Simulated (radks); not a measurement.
All-electron atom: As25+ in [He] 2s2 2p4.

Calculated with a radial shooting solver on a logarithmic mesh with Libxc functionals: scalar-relativistic Kohn-Sham, SCAN, spin-polarised, spherical densities, finite nucleus; open shells are filled with parallel spins first; meta-GGA in the generalised Kohn-Sham scheme; Fermi nuclear charge, rms radius 4.0968 fm.

Energy parts (eV):
part                       energy
total                  -47613.507
kinetic                 48742.395
electron-nucleus      -101080.864
Hartree                  5942.246
exchange-correlation    -1217.284

Orbitals (lengths in bohr, moments of r in powers of bohr; <r^-3> diverges for s and p1/2):
| orbital | occ. | eigenvalue (eV) | <r^-3> | <r^4> | <r^2> | <1/r> |
|---|---|---|---|---|---|---|
| 1s up | 1 | -13167.90 | - | 0.00001982 | 0.002776 | 33.50 |
| 1s down | 1 | -13150.29 | - | 0.00001969 | 0.002768 | 33.54 |
| 2s up | 1 | -2746.668 | - | 0.003269 | 0.04415 | 7.726 |
| 2s down | 1 | -2720.750 | - | 0.003330 | 0.04454 | 7.677 |
| 2p up | 3 | -2592.150 | 1223 | 0.002248 | 0.03417 | 7.540 |
| 2p down | 1 | -2558.658 | 1211 | 0.002311 | 0.03461 | 7.504 |

The highest occupied level is 2p down at -2558.7 eV. For comparison, the ionisation energy in NIST's Atomic Spectra Database is 2626 eV (semi-empirical). In exact Kohn-Sham theory the highest level is minus the ionisation energy, but local and semilocal functionals leave it too shallow, through self-interaction and a potential that decays too fast; potentials with the right tail come closer. Summed over all electrons, <r^2> = 0.2313 bohr^2, which gives a Langevin (diamagnetic) susceptibility term of -0.183 x 10^-6 cm^3/mol. The density falls to 0.001 e/bohr^3 at r = 0.66 bohr. The spin density at the nucleus is -6.69 e/bohr^3 (1s -33.51, 2s 26.82). The electron density at the nucleus is 3.58e+04 e/bohr^3 (large components only). Spin moment in Bohr magnetons: 2.
